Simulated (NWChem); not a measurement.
SiN2H6; SMILES N[SiH2]N

```xyz
9

Si     0.4395    -0.0017     0.0740
N     -0.6546     1.3314     0.0763
N     -0.4792    -1.4556    -0.0472
H      1.4094    -0.1095    -1.0672
H      1.2479     0.2133     1.3209
H     -1.2946     1.4871    -0.6939
H     -0.4045     2.1967     0.5391
H     -0.0784    -2.2824    -0.4727
H     -1.1877    -1.6890     0.6386
```
Atoms are numbered in this order, from 1.

All runs use the structure optimised with PBE0/def2-SVP.

**Question.** Give the principal values of the shielding tensors (ppm) of Si1, N2 from PBE/pcSseg-1, GIAO (NWChem), with their diamagnetic and paramagnetic parts as GIAO splits them.

**Answer.** 
```
atom    σ11    σ22    σ33  isotropic  diamagnetic  paramagnetic
----  -----  -----  -----  ---------  -----------  ------------
Si1   331.2  372.7  433.7      379.2        881.6        -502.4
N2    198.3  258.5  263.4      240.1        317.7         -77.6
```
